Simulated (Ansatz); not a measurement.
A nudged elastic band was laid between two geometries of BF2H4N (8 atoms, charge 0, multiplicity 1).

These are results of Ansatz, RKS PBE-D4/def2-SVP, not measurements.

| Property | Result |
| --- | --- |
| movable images | 5 |
| climbing image | yes |
| spring | 5.0 eV/Å² |
| optimiser | quadratic models (default) |
| start path | through a guess of the saddle point |
| force threshold | 0.03 eV/Å |
| iteration limit | 60 |
| end points | relaxed |

First end point:

```xyz
8
Properties=species:S:1:pos:R:3
B 0.032 -0.118 0.161
F 0.209 0.675 1.284
H 0.964 -0.103 -0.653
F -1.239 -0.031 -0.385
N 0.061 -1.691 0.801
H -0.087 -2.393 0.062
H 0.962 -1.885 1.261
H -0.691 -1.793 1.502
```

Last end point:

```xyz
8
Properties=species:S:1:pos:R:3
B 0.095 -0.563 -0.335
F -0.395 0.225 2.277
H 1.065 0.139 -0.525
F -1.087 -0.251 -0.878
N 0.190 -1.741 0.460
H -0.568 -2.429 0.477
H 1.101 -2.123 0.719
H -0.189 -0.596 1.839
```

Problem. Which bonds break or form, and what moves?

Solution. Bonds broken: B1–F2, N5–H8. Bonds formed: F2–H8. BF2H4N becomes BFH3N + FH.

Problem. Give the energies along the band, and the barrier.

Solution. The run converged. The highest image is number 4 of 0 to 6, 1.27 eV above the first end and 0.23 eV above the last; the last end lies 1.04 eV above the first. A vibrational analysis at the climbing image gives one clearly imaginary mode, 480i cm⁻¹: a first-order saddle point. The orbitals stay closed-shell, which can raise the energy where a bond breaks towards radicals; this wasn't checked here.

```
image  path coordinate (Å)  energy (eV)  B1–F2 (Å)  N5–H8 (Å)  F2–H8 (Å)
    0                 0.00         0.00       1.39       1.03       2.64
    1                 0.58         0.01       1.39       1.03       2.46
    2                 1.16         0.03       1.39       1.03       2.34
    3                 1.74         0.38       1.47       1.06       1.65
    4                 2.32         1.27       1.84       1.44       1.07
    5                 2.76         1.10       2.34       1.73       0.97
    6                 3.20         1.04       2.77       1.83       0.95
```

Problem. What is the geometry of the highest image?

Solution. 
```xyz
8
Properties=species:S:1:pos:R:3
B 0.051 -0.409 -0.025
F -0.319 0.271 1.647
H 1.069 0.171 -0.346
F -1.089 -0.205 -0.716
N 0.155 -1.751 0.668
H -0.571 -2.433 0.425
H 1.078 -2.195 0.690
H -0.163 -0.789 1.689
```

Problem. What are the harmonic wavenumbers there?

Solution. 480i, 289, 360, 419, 530, 713, 826, 881, 978, 1050, 1156, 1197, 1331, 1520, 2025, 2582, 3462, 3563 cm⁻¹.

The band took 13 iterations and of the order of 120 core-seconds.

Run time: 120 s on 1 thread of Arm Neoverse V1, on a shared host, peak memory 0.13 GiB.
